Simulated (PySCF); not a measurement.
**Core binding energy against partial charge**

Species: C5H11Al.
SMILES with atom numbers: `[CH3:1][C:2]1([AlH2:3])[CH2:4][CH2:5][CH2:6]1`

Structure used (PBE0-D3(BJ)/def2-SVP), in Å, numbered top down from 1:
```
atom  x, y, z in Å
C1     0.305    1.151   -1.405
C2     0.202    0.211   -0.209
Al3    1.982    0.034    0.637
C4    -0.481   -1.161   -0.448
C5    -1.177   -1.006    0.915
C6    -0.917    0.508    0.825
H7     1.001    0.775   -2.175
H8    -0.679    1.271   -1.896
H9     0.642    2.162   -1.117
H10    2.998   -1.093    0.143
H11    2.429    1.053    1.782
H12    0.142   -2.055   -0.620
H13   -1.211   -1.095   -1.275
H14   -0.592   -1.472    1.726
H15   -2.217   -1.351    1.012
H16   -0.669    1.053    1.752
H17   -1.765    1.027    0.343
```

Binding energies: PySCF, delta-SCF UKS SCAN, pcX-2 on the ionised atom, pcseg-1 elsewhere, spin-free X2C. Charges: PBE0/pcSseg-1 ground-state density, for the ionised atom.

```
atom                environment  C 1s (eV)  Mulliken (e)  IAO (e)  Hirshfeld (e)  ESP (e)
  C2  four-membered-ring carbon     289.51        -0.775   -0.294         -0.117   +0.028
  C4  four-membered-ring carbon     290.21        -0.097   -0.252         -0.077   -0.183
  C5  four-membered-ring carbon     290.42        -0.251   -0.253         -0.072   -0.068
  C1              methyl carbon     290.50        -0.177   -0.402         -0.121   -0.564
```

Q: Give the correlation coefficient and slope of binding energy on charge for each scheme.

A: Mulliken: r = 0.90, slope 1.3 eV per e; Hirshfeld: r = 0.35, slope 6.1 eV per e; IAO: r = -0.25, slope -1.6 eV per e; ESP: r = -0.67, slope -1.2 eV per e. Mulliken charges have the highest r, on only 4 points.

Q: The point-charge model writes a binding energy as kq + V + constant, with V the potential of the other atoms' charges at the site. What does it give with the Hirshfeld charges?

A: V = Σ 14.40 eV Å × q/r over all other atoms: +0.89 eV at C2, +0.35 eV at C4, +0.42 eV at C5, +1.28 eV at C1. Fitting binding energy − V to q gives k = 22.2 eV per e and leaves an rms residual of 0.25 eV, against 0.37 eV for the fit on q alone. The model has no term for differences in relaxation between sites.

The structure is a single PBE0-D3(BJ)/def2-SVP conformer in the gas phase; no vibrational or solvent corrections.
